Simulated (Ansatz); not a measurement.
Gas-phase electronic energies from Ansatz, PBE0-D4/def2-TZVP geometries. CCSD(T)/CBS is the MP2 limit (def2-TZVPP, def2-QZVPP) plus CCSD(T) − MP2 in def2-TZVPP, frozen cores. This one scheme is used for every species. DFT in def2-TZVPP. One conformer a species, not always the lowest.

Consider the ligand exchange at the Si–N bond: `N[SiH2]N[SiH2]O` + `CC(O)=S` → `CC(=S)O[SiH2]O` + `N[SiH2]N`.

`N[SiH2]N[SiH2]O`:

Cartesian coordinates in Å:
```
N -1.187 0.441 -2.099
Si -0.429 -0.697 -1.068
N 0.710 0.102 -0.050
Si 1.003 -0.082 1.633
O 0.590 1.234 2.533
H -1.447 0.179 -3.035
H -1.765 1.186 -1.745
H -1.322 -1.422 -0.121
H 0.178 -1.679 -2.007
H 1.315 0.754 -0.533
H 0.234 -1.280 2.056
H 2.452 -0.228 1.901
H -0.333 1.492 2.535
```

`CC(O)=S`:

Cartesian coordinates in Å:
```
C 0.003 -0.078 0.973
C 0.205 0.121 -0.487
O -0.872 -0.252 -1.176
S 1.544 0.711 -1.199
H -0.221 -1.130 1.169
H -0.865 0.501 1.302
H 0.883 0.225 1.531
H -0.677 -0.098 -2.113
```

`CC(=S)O[SiH2]O`:

```xyz
12

C    -1.089   -1.168   -0.019
C    -0.760   -0.301    1.153
S    -1.634   -0.241    2.516
O     0.340    0.449    1.018
Si    1.370    0.703   -0.264
O     0.608    1.400   -1.531
H    -1.199   -0.556   -0.921
H    -0.269   -1.871   -0.203
H    -2.004   -1.724    0.160
H     1.890   -0.583   -0.770
H     2.412    1.574    0.315
H     0.336    2.317   -1.456
```

`N[SiH2]N`:

Z-matrix (Å, degrees):
```
Si
N 1 1.711
N 1 1.711 2 108.5
H 1 1.493 2 103.5 3 -125.0
H 1 1.493 2 117.1 3 116.6
H 2 1.006 1 120.5 3 150.7
H 2 1.007 1 121.6 3 -58.1
H 3 1.006 1 120.5 2 150.7
H 3 1.007 1 121.6 2 -58.1
```

| level | ΔE (kcal/mol) |
| --- | --- |
| ωB97X-V | 0.5 |
| SCS-MP2/def2-TZVPP | 0.0 |
| CCSD(T)/def2-TZVPP | 0.4 |
| SCS-MP2/def2-QZVPP | -0.2 |

What does CCSD(T)/CBS give? (Best estimate.)

The calculation gave: +0.2 kcal/mol. The listed levels differ from it by 0.3, -0.2, 0.2, -0.4 kcal/mol.

Largest T1 diagnostic among the species: 0.017.

In def2-TZVPP, CCSD(T) changes the Hartree–Fock value by +0.8 kcal/mol (the triples alone add +0.2 kcal/mol) and MP2 by +0.8 kcal/mol.
